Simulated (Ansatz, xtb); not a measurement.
## Relative energy of two structures of AlFH6Si3

Structure a: a singlet given by its coordinates. Structure b: a singlet given by its coordinates. Both are isolated molecules in the gas phase, relaxed with PBE0-D3(BJ)/def2-SVP.

a (Å):

```yaml
atoms:
  - { symbol: Al, position_ang: [-2.5076, -1.1673, -0.2758] }
  - { symbol: F, position_ang: [-2.0682, 2.2791, -2.0674] }
  - { symbol: Si, position_ang: [-2.0272, 1.0453, -0.9977] }
  - { symbol: Si, position_ang: [-0.0817, -0.2792, -1.1177] }
  - { symbol: Si, position_ang: [-2.1695, 0.7737, 1.2538] }
  - { symbol: H, position_ang: [1.0786, -0.1945, -0.1787] }
  - { symbol: H, position_ang: [0.4015, -0.4983, -2.5139] }
  - { symbol: H, position_ang: [-0.6780, -1.6848, -0.7857] }
  - { symbol: H, position_ang: [-3.0396, -2.6556, -0.3755] }
  - { symbol: H, position_ang: [-1.0897, 1.1129, 2.2371] }
  - { symbol: H, position_ang: [-3.5032, 1.0863, 1.8625] }
```

Close contacts (Å): Al1–Si3 2.38, Al1–Si4 2.72, Al1–Si5 2.49, F2–Si3 1.63, Si3–Si4 2.36, Si3–Si5 2.27, Al1–H8 1.97, Al1–H9 1.58, Si4–H6 1.50, Si4–H7 1.49, Si4–H8 1.56, Si5–H10 1.50, Si5–H11 1.50.

b (Å):

```xyz
11

Al   -1.1858   -0.5553    0.4247
F    -1.1300    0.5980   -0.7934
Si   -1.9403    0.4320    2.4488
Si   -2.3351    2.5319    2.1390
Si   -2.0176    3.5391    0.0504
H    -0.7511   -2.0265    0.0468
H    -2.1452   -0.2003    3.7831
H    -2.8230    3.4278    3.2306
H    -2.3879    4.9789    0.2206
H    -2.9085    2.9278   -0.9759
H    -0.5906    3.4524   -0.3701
```

Close contacts (Å): Al1–F2 1.68, Al1–Si3 2.38, Si3–Si4 2.16, Si4–Si5 2.34, Al1–H6 1.58, Si3–H7 1.49, Si4–H8 1.49, Si5–H9 1.50, Si5–H10 1.49, Si5–H11 1.49.

Which of the two would you expect CCSD(T)/def2-SVP + ΔMP2/def2-TZVPP electronic energies to favour?

Structure b; the calculation gives E(b) − E(a) = −47.0 kJ/mol.

The same difference at several levels:

| level | geometry | E(b) − E(a) (kJ/mol) | departure from the last row (kJ/mol) | job, with rough time for the two |
| --- | --- | --- | --- | --- |
| PBE0-D3(BJ)/def2-SVP | PBE0-D3(BJ)/def2-SVP | −41.6 | +5.4 | optimisation, 1.9 min |
| HF/def2-SVP | PBE0-D3(BJ)/def2-SVP | −102.6 | −55.6 | part of the CCSD(T) run |
| MP2/def2-SVP | PBE0-D3(BJ)/def2-SVP | −77.0 | −30.1 | part of the CCSD(T) run |
| CCSD(T)/def2-SVP | PBE0-D3(BJ)/def2-SVP | −83.5 | −36.6 | single point |
| CCSD(T)/def2-SVP + ΔMP2/def2-TZVPP | PBE0-D3(BJ)/def2-SVP | −47.0 |  | single point, 25 s |

The levels shown agree on the order. The largest departure from CCSD(T)/def2-SVP + ΔMP2/def2-TZVPP is that of HF/def2-SVP, 55.6 kJ/mol. Levels run at GFN2-xTB geometries aren't shown. The last row adds to CCSD(T) the change of the MP2 difference between the two basis sets, here +36.6 kJ/mol, a large step that makes the value less sure.

With harmonic frequencies from PBE0-D3(BJ)/def2-SVP (ideal gas, rigid rotor, one conformer each, 298.15 K, 1 atm): on the last row, ΔE + ΔZPE = −49.6 kJ/mol. A mode under 50 cm⁻¹ makes harmonic enthalpies and free energies unreliable, so none is given.

The correlated steps freeze 21 core orbitals. Run with Ansatz 0.2.0; the last row on 2 threads of Intel(R) Xeon(R) 6975P-C (Granite Rapids) on a shared host.
